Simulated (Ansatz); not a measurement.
C3H4F4O, SMILES `FCOC(F)C(F)F`. Charge 0, multiplicity 1. All single points use the PBE0-D4/def2-TZVP geometry. It is one conformer, not always the lowest.

```xyz
12

F     1.473   -1.385   -1.422
C     0.371   -0.633   -1.733
O     0.160    0.336   -0.765
C    -0.312   -0.135    0.439
F    -1.646   -0.436    0.337
C    -0.156    0.986    1.454
F     1.156    1.224    1.649
F    -0.691    0.593    2.627
H     0.561   -0.104   -2.667
H    -0.482   -1.314   -1.814
H     0.212   -1.037    0.773
H    -0.647    1.906    1.122
```

Problem. What is the dipole moment at r2SCAN/def2-TZVPP? (Estimate.)

Solution. Ansatz gave: 1.94 D, with components (-0.72, 0.10, -1.80) D in this frame, pointing from negative to positive charge.

Problem. And with PBE, B3LYP, ωB97M-V? (Best estimate.)

Solution. Computed: PBE 1.86 D, B3LYP 2.02 D, ωB97M-V 2.01 D.

Problem. Give the Mulliken charges with r2SCAN, ωB97M-V, B3LYP in def2-TZVPP. (An estimate is asked.)

Solution. Computed: 
| atom | r2SCAN | ωB97M-V | B3LYP |
| --- | --- | --- | --- |
| F1 | -0.23 | -0.21 | -0.23 |
| C2 | 0.26 | 0.13 | 0.16 |
| O3 | -0.28 | -0.26 | -0.27 |
| C4 | 0.26 | 0.19 | 0.24 |
| F5 | -0.21 | -0.20 | -0.22 |
| C6 | 0.35 | 0.27 | 0.31 |
| F7 | -0.19 | -0.18 | -0.19 |
| F8 | -0.19 | -0.18 | -0.19 |
| H9 | 0.06 | 0.12 | 0.12 |
| H10 | 0.07 | 0.12 | 0.11 |
| H11 | 0.06 | 0.12 | 0.09 |
| H12 | 0.04 | 0.10 | 0.08 |

B3LYP here is the variant with VWN-RPA as its local correlation; programs differ in this.
